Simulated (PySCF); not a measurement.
W(NH)(NMe)(OH)2 (CH6N2O2W), SMILES C[N]=[W]([OH])([OH])=[NH], multiplicity 1. Geometry: PBE-D3(BJ)/def2-SVP. The spin state was assumed, not searched. The def2 effective core potentials stand for the cores of W; spin–orbit coupling is left out. Other conformers were not sampled.

Computed with PBE-D3(BJ)/def2-SVP in PySCF 2.14.0.

Harmonic wavenumbers (cm⁻¹): 81, 111, 115, 178, 209, 214, 253, 282, 323, 348, 532, 588, 620, 638, 642, 684, 705, 958, 1064, 1067, 1342, 1382, 1396, 1400, 2916, 2995, 3000, 3540, 3748, 3755. Rotational constants (GHz): 3.000, 1.772, 1.644; symmetry number 1.

**Question.** Work out the zero-point energy and the ideal-gas rigid-rotor harmonic-oscillator thermochemistry at 298.15 K and 1 atm.

**Answer.** ZPE = ½ Σ hcν = ½ × 35086 cm⁻¹ = 50.16 kcal/mol. H − E(el) = 56.74 kcal/mol. Entropy in cal/(mol K): translation 42.59, rotation 28.00, vibration 25.60, total 96.19. G − E(el) = 28.06 kcal/mol. Cp = 34.29 cal/(mol K). Modes under 150 cm⁻¹ make the vibrational entropy uncertain.
